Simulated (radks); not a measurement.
All-electron atom: the tellurium ion Te3+ in [Kr] 4d10 5s1.75 5p1 5d0.25 (fractional occupations, a model configuration). Calculated with a radial shooting solver on a logarithmic mesh with Libxc functionals: scalar-relativistic Kohn-Sham, exchange-only PBE, spin-polarised, spherical densities, finite nucleus; open shells are filled with parallel spins first (spin-orbit coupling, left out, can overturn this in heavy ions); Fermi nuclear charge, rms radius 4.7423 fm.

Normalised radial functions P(r) = r R(r), r in bohr:

| r | 4d down | 5p down |
|---|---|---|
| 0.005054 | 0.0003 | 0.0071 |
| 0.00685 | 0.0006 | 0.0119 |
| 0.00921 | 0.0014 | 0.0196 |
| 0.01248 | 0.0031 | 0.0320 |
| 0.01678 | 0.0069 | 0.0502 |
| 0.02274 | 0.0152 | 0.0766 |
| 0.03082 | 0.0326 | 0.1100 |
| 0.04144 | 0.0658 | 0.1440 |
| 0.05616 | 0.1279 | 0.1661 |
| 0.07551 | 0.2268 | 0.1520 |
| 0.1023 | 0.3692 | 0.0758 |
| 0.1387 | 0.5220 | -0.0633 |
| 0.1865 | 0.6016 | -0.2038 |
| 0.2527 | 0.4917 | -0.2390 |
| 0.3425 | 0.1072 | -0.0737 |
| 0.4605 | -0.4540 | 0.2122 |
| 0.6241 | -0.9590 | 0.3853 |
| 0.839 | -1.1143 | 0.2226 |
| 1.137 | -0.8955 | -0.2246 |
| 1.541 | -0.5140 | -0.6467 |
| 2.072 | -0.2106 | -0.7677 |
| 2.808 | -0.0541 | -0.5719 |
| 3.806 | -0.0077 | -0.2657 |
| 5.117 | -0.0005 | -0.0713 |
| 6.934 | 0.0000 | -0.0088 |
| 9.323 | 0.0000 | -0.0005 |
| 12.64 | 0.0000 | 0.0000 |

4d down: eigenvalue -71.715 eV, 1 radial node at r = 0.364 bohr, <r> = 0.962 bohr, 90 % of the charge inside 1.47 bohr. 5p down (empty): eigenvalue -30.345 eV, 3 radial nodes at r = 0.122, 0.371, 0.988 bohr, <r> = 2.24 bohr, 90 % of the charge inside 3.26 bohr.
